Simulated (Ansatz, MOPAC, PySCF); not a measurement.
Species: HGeO$_{2}$, net charge 1, singlet state. SMILES: [O]=[Ge]=[OH+]
Coordinates optimised at B3LYP-D3(BJ)/def2-TZVP (Ansatz, a program for electronic structure):
```xyz
4

Ge    -0.0372    -0.0289     0.0435
O      1.2372     0.2950    -1.0149
O     -1.3353    -0.1365     0.9775
H      1.9755    -0.3427    -1.0931
```
Charge +1, spin multiplicity 1.

Unscaled harmonic wavenumbers (cm⁻¹) in rising order, each level at the stationary point that it reaches from this structure (no distance between atoms moves by over 0.3 Å); the order of modes can differ between levels, and a negative number is imaginary. B3LYP-D3(BJ)/def2-TZVP (PySCF, at the structure above): 169, 194, 757, 889, 1064, 3645.

AM1 (MOPAC): 52, 64, 606, 835, 972, 3485. Zero-point energy 8.6 against 9.6 kcal/mol; where all levels lie over 400 cm⁻¹, the wavenumbers are on average 0.902 times those of B3LYP-D3(BJ)/def2-TZVP.

HF/6-31G* with LANL2DZ past Ar (Ansatz): 157, 170, 754, 912, 1087, 3945. Zero-point energy 10.0 against 9.6 kcal/mol; where all levels lie over 400 cm⁻¹, the wavenumbers are on average 1.031 times those of B3LYP-D3(BJ)/def2-TZVP.

B3LYP/6-31G* with LANL2DZ past Ar (Ansatz): 136, 164, 708, 895, 1023, 3633. Zero-point energy 9.4 against 9.6 kcal/mol; where all levels lie over 400 cm⁻¹, the wavenumbers are on average 0.975 times those of B3LYP-D3(BJ)/def2-TZVP.
